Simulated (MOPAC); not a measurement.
Input file for MOPAC: PM6 on SN-, 2S+1 = 3, a spin state set in the input, which need not be the lowest, a point of a bond scan (R = 1.683 Å). Charge -1.

```
PM6 1SCF PRECISE CHARGE=-1 UHF MS=1 THREADS=1
NS

N      0.00000000 1     0.00000000 1     0.00000000 1
S      0.00000000 1     0.00000000 1     1.68346000 1
```

It printed:

```
*******************************************************************************
 **                                                                           **
 **                              MOPAC v23.2.5                                **
 **                                                                           **
 *******************************************************************************
 ** MOPAC's Digital Object Identifier: https://doi.org/10.5281/zenodo.6511958 **
 **                                                                           **
 ** Please cite the open-source release paper for use of this MOPAC version:  **
 ** J. E. Moussa and J. J. P. Stewart (2026)                                  **
 ** MOPAC: An open-source semiempirical molecular orbital program             **
 ** J. Open Source Softw., 11(119), 8025, https://doi.org/10.21105/joss.08025 **
 *******************************************************************************

                              PM6 CALCULATION RESULTS

 *******************************************************************************
 *  PM6        - The PM6 Hamiltonian to be used
 *  UHF        - UNRESTRICTED HARTREE-FOCK CALCULATION
 *
 *
 *
 *                 CHARGE ON SYSTEM = -1
 *
 *
 *
 *  MS=        - IN MECI, MAGNETIC COMPONENT OF SPIN =  1.0
 *  PRECISE    - TIGHTER CRITERIA TO BE USED
 *  1SCF       - DO 1 SCF AND THEN STOP
 *  THREADS=1  - MULTI-THREADING NOT USED
 *  T=         - A TIME OF 172800.0 SECONDS REQUESTED
 *  DUMP=N     - RESTART FILE WRITTEN EVERY 7200.0 SECONDS REQUESTED
 *******************************************************************************
PM6 1SCF PRECISE CHARGE=-1 UHF MS=1 THREADS=1
 NS

   ATOM   CHEMICAL          X               Y               Z
  NUMBER   SYMBOL      (ANGSTROMS)     (ANGSTROMS)     (ANGSTROMS)

     1       N          0.00000000  *   0.00000000  *   0.00000000  *
     2       S          0.00000000  *   0.00000000  *   1.68346000  *



          CARTESIAN COORDINATES

    NO.       ATOM           X           Y           Z

     1         N          0.0000      0.0000      0.0000
     2         S          0.0000      0.0000      1.6835

 General Reference for PM6:
 "Optimization of Parameters for Semiempirical Methods V: Modification of NDDO Approximations
 and Application to 70 Elements", J. J. P. Stewart, J. Mol. Mod., 13, 1173-1213 (2007)
 URL: https://link.springer.com/article/10.1007/s00894-007-0233-4

           Empirical Formula: N S  =     2 atoms



      MOLECULAR POINT GROUP   :   C*v


          UHF CALCULATION, NO. OF ALPHA ELECTRONS =    7
                           NO. OF BETA  ELECTRONS =    5

 -------------------------------------------------------------------------------
 PM6 1SCF PRECISE CHARGE=-1 UHF MS=1 THREADS=1
 NS



     1SCF WAS SPECIFIED, SO BFGS WAS NOT USED
     SCF FIELD WAS ACHIEVED


                              PM6 CALCULATION
                                                       MOPAC v23.2.5 Linux




          FINAL HEAT OF FORMATION =         31.03571 KCAL/MOL =     129.85339 KJ/MOL


          COSMO AREA              =         71.79 SQUARE ANGSTROMS
          COSMO VOLUME            =         54.88 CUBIC ANGSTROMS

          IONIZATION POTENTIAL    =          3.005954 EV
          ALPHA SOMO LUMO (EV)    =         -3.006  6.068
          BETA  SOMO LUMO (EV)    =         -4.021  6.311
          NO. OF ALPHA ELECTRONS  =          7
          NO. OF BETA  ELECTRONS  =          5
          MOLECULAR WEIGHT        =         46.0667         POINT GROUP:  C*v

          MOLECULAR DIMENSIONS (Angstroms)

            Atom       Atom       Distance
            S     2    N     1     1.68346
            S     2    N     1     0.00000
            N     1    S     2     0.00000


          SCF CALCULATIONS        =          1





   ATOM   CHEMICAL          X               Y               Z
  NUMBER   SYMBOL      (ANGSTROMS)     (ANGSTROMS)     (ANGSTROMS)

     1       N          0.00000000  *   0.00000000  *   0.00000000  *
     2       S          0.00000000  *   0.00000000  *   1.68346000  *

                             CARTESIAN COORDINATES

   1    N        0.000000000     0.000000000     0.000000000
   2    S        0.000000000     0.000000000     1.683460000


           Empirical Formula: N S  =     2 atoms



      MOLECULAR POINT GROUP   :   C*v


          ALPHA EIGENVALUES
 -25.00526 -16.56404  -7.25409  -7.25409  -6.82332  -3.00595  -3.00595   6.06838
   8.75770   8.75770   9.26555   9.26555   9.83100


           BETA EIGENVALUES
 -23.39472 -12.86803  -5.27511  -4.02086  -4.02086   6.31127   6.31127   7.01555
   9.37968   9.37968   9.58208   9.58208  10.48586


              NET ATOMIC CHARGES AND DIPOLE CONTRIBUTIONS

  ATOM NO.   TYPE          CHARGE      No. of ELECS.   s-Pop       p-Pop       d-Pop
    1          N          -0.375992        5.3760     1.91405     3.46194
    2          S          -0.624008        6.6240     1.96724     4.53696     0.11980
 DIPOLE           X         Y         Z       TOTAL
 POINT-CHG.     0.000     0.000     0.582     0.582
 HYBRID         0.000    -0.000     0.410     0.410
 SUM            0.000    -0.000     0.992     0.992


          ATOMIC ORBITAL ELECTRON POPULATIONS

     Atom    s        px        py        pz      x^2-y^2     xz        z^2       yz        xy
    1  N   1.91405   1.16221   1.16221   1.13751
    2  S   1.96724   1.80257   1.80257   0.93181   0.00000   0.03521   0.04937   0.03521   0.00000


                    (SZ)    =    1.000000
                    (S**2)  =    2.046417


          ATOMIC ORBITAL SPIN POPULATIONS

    Atom   Total    s     px     py     pz   x^2-y^2  xz     z^2    yz     xy
         Atomic
    1  N  1.7267  0.016  0.804  0.804  0.102
    2  S  0.2733  0.008  0.171  0.171 -0.129 -0.000  0.025  0.003  0.025  0.000

 **********************
 *                    *
 * JOB ENDED NORMALLY *
 *                    *
 **********************




 == MOPAC DONE ==
```

The run finished.

Cost: very roughly 0.010 core-seconds.
